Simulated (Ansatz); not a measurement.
Reaction (ligand exchange at a B–S bond): `[SiH3]OB(S)S` + CH₃OH → `COB(S)O[SiH3]` + H₂S

Calculated with Ansatz (gas phase, PBE0-D4/def2-TZVP geometries, no zero-point term in ΔE). CCSD(T)/CBS is the MP2 limit (def2-TZVPP, def2-QZVPP) plus CCSD(T) − MP2 in def2-TZVPP, frozen cores. This one scheme is used for every species. DFT in def2-TZVPP. Each species was taken in one conformer, which may not be the lowest.

`[SiH3]OB(S)S`:

Z-matrix (Å, degrees):
```
Si
O 1 1.653
H 1 1.481 2 107.6
H 1 1.484 2 110.5 3 -120.4
H 1 1.482 2 108.0 3 118.9
B 2 1.351 1 138.1 3 125.9
S 6 1.814 2 120.4 1 179.2
S 6 1.822 2 120.4 1 -0.9
H 7 1.343 6 95.5 2 0.1
H 8 1.342 6 96.3 2 180.0
```

CH₃OH:

Z-matrix (Å, degrees):
```
C
O 1 1.409
H 1 1.097 2 112.4
H 1 1.090 2 107.0 3 -118.5
H 1 1.097 2 112.4 3 123.0
H 2 0.959 1 108.5 3 -61.6
```

`COB(S)O[SiH3]`:

Cartesian coordinates in Å:
```
C 1.154 -1.423 -1.342
O 1.484 -0.220 -0.674
B 0.599 0.442 0.103
S 1.144 1.987 0.917
O -0.670 -0.014 0.289
Si -2.030 0.514 1.056
H 1.796 -2.223 -0.966
H 1.343 -1.292 -2.409
H 0.109 -1.697 -1.189
H 2.376 1.962 0.385
H -1.675 1.354 2.228
H -2.855 1.299 0.105
H -2.777 -0.688 1.496
```

H₂S:

Cartesian coordinates in Å:
```
S -0.526 -0.317 -0.081
H 0.633 -0.254 -0.753
H -0.107 0.571 0.833
```

CCSD(T)/CBS gives -15.5 kcal/mol.

Question: Another level gave -19.0 kcal/mol. Which?
A. PBE0-D4/def2-TZVPP
B. r2SCAN-D4/def2-TZVPP
C. ωB97M-V/def2-TZVPP
D. HF/def2-TZVPP

Answer: D. HF/def2-TZVPP -19.0, ωB97M-V -16.4, PBE0-D4 -14.2, r2SCAN-D4 -15.2 kcal/mol.

Largest T1 diagnostic among the species: 0.013.

From PBE to PBE0 (25 % exact exchange), in def2-TZVPP and without D4, ΔE moves by −0.8 kcal/mol. In def2-TZVPP, CCSD(T) changes the Hartree–Fock value by +2.8 kcal/mol (the triples alone add +0.6 kcal/mol) and MP2 by +4.0 kcal/mol.
